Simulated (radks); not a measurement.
Values are calculated unless marked as measured or tabulated.
Question: Radial electron density D(r) = 4 pi r^2 rho(r) of an atom or ion with 3 electrons. Level of theory: non-relativistic Kohn-Sham, LB94 model potential, spin-polarised, spherical densities, point nucleus (a radial shooting solver on a logarithmic mesh with Libxc functionals).

```
   r/bohr * D(r) (the largest magnitude, 59.2, reaches the edge; | marks zero)
 0.002031 |   *
 0.002236 |    *
 0.002461 |    *
 0.002709 |     *
 0.002982 |      *
 0.003283 |        *
 0.003613 |         *
 0.003977 |           *
 0.004378 |             *
 0.004819 |               *
 0.005305 |                  *
 0.005839 |                    *
 0.006428 |                       *
 0.007075 |                          *
 0.007788 |                              *
 0.008573 |                                 *
 0.009362 |                                    *
  0.01031 |                                        *
  0.01134 |                                            *
  0.01249 |                                               *
  0.01374 |                                                  *
  0.01513 |                                                    *
  0.01665 |                                                     *
  0.01833 |                                                      *
  0.02018 |                                                      *
  0.02221 |                                                    *
  0.02445 |                                                  *
  0.02691 |                                              *
  0.02963 |                                          *
  0.03261 |                                    *
   0.0359 |                               *
  0.03951 |                         *
  0.04315 |                     *
   0.0475 |                *
  0.05228 |             *
  0.05755 |          *
  0.06335 |         *
  0.06973 |        *
  0.07676 |        *
  0.08449 |        *
    0.093 |        *
   0.1024 |        *
   0.1127 |        *
    0.124 |       *
   0.1365 |      *
   0.1503 |    *
   0.1654 |   *
   0.1821 | *
   0.1989 |*
   0.2189 |*
    0.241 *
   0.2652 *
    0.292 *
   0.3214 *
   0.3538 *
   0.3894 *
```

What is the nuclear charge?

Answer: Z = 53. The innermost maximum, from 1s, lies near 1/Z = 0.0189 bohr (found: 0.0186), and its height grows with Z. The density is that of the iodine ion I50+ in [He] 2s1; the configuration itself is not fixed sharply by these data, and Z only to a few units. D(r) has 2 maxima, at r = 0.0186, 0.0953 bohr, and minima at 0.0732 bohr, inside which lie 2.11 electrons.
